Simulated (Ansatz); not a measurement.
CH₆AlBO₂Si, SMILES `[OH][Al]([OH])[CH]1B[SiH2]1`, 12 atoms. The species carries charge 0 and has multiplicity 1. All runs use 4 threads of a server CPU on a shared host. Correlated methods freeze the cores.

Q: Give the basis size and wall time and peak host memory of each of these runs in Ansatz. RKS PBE0-D4/def2-TZVPP energy; RHF-MP2/def2-QZVPP energy; RHF-CCSD(T)/def2-SVP energy; RKS r2SCANh-D4/def2-TZVPP energy; direct RPA on PBE orbitals/def2-TZVPP energy; RKS PBE0-D4/def2-TZVP relaxation (11 steps); RKS PBE0-D4/def2-QZVPP energy; RKS PBE0-D4/def2-TZVP frequencies; RKS PBE-QIDH (frozen core)/def2-TZVPP energy; RKS ωB97M-V/def2-QZVPP energy; RKS LC-ωPBE/def2-TZVPP energy; RKS ωB97M-V/def2-SVP energy. (Best estimate.)

A: The calculation gave: Other jobs shared the machine, so times are rough.

```json
{"level": "RKS LC-ωPBE/def2-TZVPP", "job": "energy", "functions": "292", "wall time": "4.2 s", "peak host memory (GiB)": "0.66"}
{"level": "RKS PBE0-D4/def2-TZVPP", "job": "energy", "functions": "292", "wall time": "4.8 s", "peak host memory (GiB)": "0.87"}
{"level": "RKS ωB97M-V/def2-SVP", "job": "energy", "functions": "122", "wall time": "6.5 s", "peak host memory (GiB)": "0.43"}
{"level": "RKS r2SCANh-D4/def2-TZVPP", "job": "energy", "functions": "292", "wall time": "8.5 s", "peak host memory (GiB)": "0.9"}
{"level": "RHF-CCSD(T)/def2-SVP", "job": "energy", "functions": "122", "wall time": "9.5 s", "peak host memory (GiB)": "0.65"}
{"level": "RKS PBE-QIDH (frozen core)/def2-TZVPP", "job": "energy", "functions": "292", "wall time": "9.5 s", "peak host memory (GiB)": "0.89"}
{"level": "direct RPA on PBE orbitals/def2-TZVPP", "job": "energy", "functions": "292", "wall time": "13 s", "peak host memory (GiB)": "0.89"}
{"level": "RKS PBE0-D4/def2-QZVPP", "job": "energy", "functions": "548", "wall time": "15 s", "peak host memory (GiB)": "2.5"}
{"level": "RKS ωB97M-V/def2-QZVPP", "job": "energy", "functions": "548", "wall time": "34 s", "peak host memory (GiB)": "2.7"}
{"level": "RHF-MP2/def2-QZVPP", "job": "energy", "functions": "548", "wall time": "39 s", "peak host memory (GiB)": "4.1"}
{"level": "RKS PBE0-D4/def2-TZVP", "job": "relaxation (11 steps)", "functions": "234", "wall time": "67 s", "peak host memory (GiB)": "0.72"}
{"level": "RKS PBE0-D4/def2-TZVP", "job": "frequencies", "functions": "234", "wall time": "4.1 min", "peak host memory (GiB)": "0.84"}
```

LC-ωPBE has ω = 0.4 bohr⁻¹.
